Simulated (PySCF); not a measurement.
C4H14B2N2.
Numbering: `[BH2-:1]1[NH2+:2][BH2-:3][NH+:4]1[CH:5]1[CH2:6][CH2:7][CH2:8]1` (hydrogens: H9, H10 on B1; H11, H12 on N2; H13, H14 on B3; H15 on N4; H16 on C5; H17, H18 on C6; H19, H20 on C7; H21, H22 on C8)

Cartesian coordinates in Å at the PBE0-D3(BJ)/def2-SVP level; atoms count from 1:
```xyz
22
C4H14B2N2 angstrom
B     -1.6802   -0.9548    0.2861
N     -2.6984    0.0114   -0.4738
B     -1.6798    1.1989   -0.1601
N     -0.6308    0.2218    0.5474
C      0.6895    0.0987   -0.0429
C      1.7122    1.2272    0.1657
C      2.8024    0.1409    0.2486
C      1.6981   -0.8847    0.5717
H     -2.1530   -1.3806    1.3254
H     -1.2216   -1.8105   -0.4508
H     -3.6137    0.1010   -0.0435
H     -2.8290   -0.1930   -1.4601
H     -1.2198    1.6921   -1.1757
H     -2.1514    2.0018    0.6259
H     -0.5340    0.4296    1.5389
H      0.5549   -0.1054   -1.1154
H      1.7874    2.0080   -0.6048
H      1.5588    1.7148    1.1425
H      3.6080    0.2766    0.9841
H      3.2586   -0.0508   -0.7342
H      1.5404   -0.9723    1.6594
H      1.7619   -1.8968    0.1469
```

The calculation used TDDFT CAM-B3LYP/def2-SVPD, vertical, gas phase, core orbitals frozen in the response (PySCF 2.14.0, density-fitted response routines).

Ground-to-excited transition dipoles (e·a0, same axes as the geometry; the sign carries no meaning), for the states with f of 0.002 or more among the lowest 10:

```csv
state,E (eV),μx,μy,μz
S3,7.548,0.271,-0.088,-0.428
S5,8.109,-0.245,0.045,0.216
S6,8.216,0.002,-0.150,0.025
S7,8.392,0.224,-0.009,0.019
S8,8.459,0.017,0.234,-0.043
S9,8.498,0.008,-0.161,0.030
S10,8.569,0.180,-0.001,-0.012
```

Q: Work out the oscillator strengths.

A: f = (2/3) ΔE |μ|² with ΔE in hartree (27.2114 eV).

```csv
state,|μ|² (au),|μ| (D),f
S3,0.264,1.31,0.049
S5,0.109,0.84,0.022
S6,0.023,0.39,0.005
S7,0.051,0.57,0.010
S8,0.057,0.61,0.012
S9,0.027,0.42,0.006
S10,0.033,0.46,0.007
```

Q: The point group is Cs. Which irreducible representation does each state belong to?

A: The ground state is totally symmetric, so the direction of μ fixes the label. Polarised normal to the mirror plane, so A″: S6, S8 and S9. Polarised in the mirror plane, so A′: S3, S5, S7 and S10.

Q: Which bond between heavy atoms lies closest to the direction of the S3 transition dipole?

A: N4–C5, at 34° from it; next C6–C7 and C7–C8 at 63°.

Q: What angle do the transition dipoles of S3 and S5 make?

A: |cos θ| = |μa·μb| / (|μa| |μb|) = 0.96, so θ ≈ 16° (taken between 0 and 90°, since the signs are arbitrary).

Q: What peak molar absorption coefficient would the strongest computed level give as a lone Gaussian band 0.5 eV wide at half height?

A: ε(max) = 2.175×10⁸ f / FWHM, with the width in cm⁻¹. S3: 2.175×10⁸ × 0.0488 / 4033 ≈ 2600 L mol⁻¹ cm⁻¹.

The vertical ionisation energy (ΔSCF) is 9.78 eV, 1.21 eV above S10.

One conformer stands for the species.

Without π bonds the low states may be Rydberg-like; a valence basis with one diffuse set may place them up to an eV too high.
